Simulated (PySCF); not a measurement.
Gas-phase reaction: GeCl₂ + HCl = GeHCl₃

Energies from PySCF, thermal terms from the rigid-rotor harmonic-oscillator model, ideal gas at 1 bar. † marks an energy on the PBE0/def2-TZVP geometry and frequencies; other levels use their own. MP2 and CCSD(T) freeze the core. All species are closed-shell singlets. B3LYP is the form with VWN-RPA correlation. Ge: all electrons, no relativistic terms. MP2 isn't extrapolated to the basis-set limit; its ΔH°(298 K) is -135.6 kJ in def2-SVP and -133.9 kJ in def2-TZVPP. CCSD(T) isn't extrapolated to the basis-set limit; its ΔH°(298 K) is -116.9 kJ in def2-SVP and -120.5 kJ in def2-TZVPP. The harmonic model lacks anharmonicity and excited electronic states, which grow with temperature; levels with a mode under 35 cm⁻¹ are left out.

```csv
level,"ΔE electronic, kJ","ΔH°(298 K), kJ","ΔS°(298 K), J/K","ΔG°(800 K), kJ"
B3LYP/def2-TZVP†,-82,-78,-153,43
CCSD(T)/def2-SVP†,-121,-117,-153,4
CCSD(T)/def2-TZVPP†,-125,-120,-153,0
MP2/def2-TZVPP†,-138,-134,-153,-13
PBE/def2-SVP,-100,-96,-152,24
PBE/def2-TZVP†,-92,-87,-153,34
PBE0/def2-QZVP†,-109,-105,-153,16
PBE0/def2-SVP†,-120,-115,-153,6
ωB97M-V/def2-TZVP†,-111,-107,-153,14
ωB97X-V/def2-TZVP†,-129,-124,-153,-3
```
ΔH° is lowest at MP2/def2-TZVPP† and highest at B3LYP/def2-TZVP†. No reference value is set beside these.
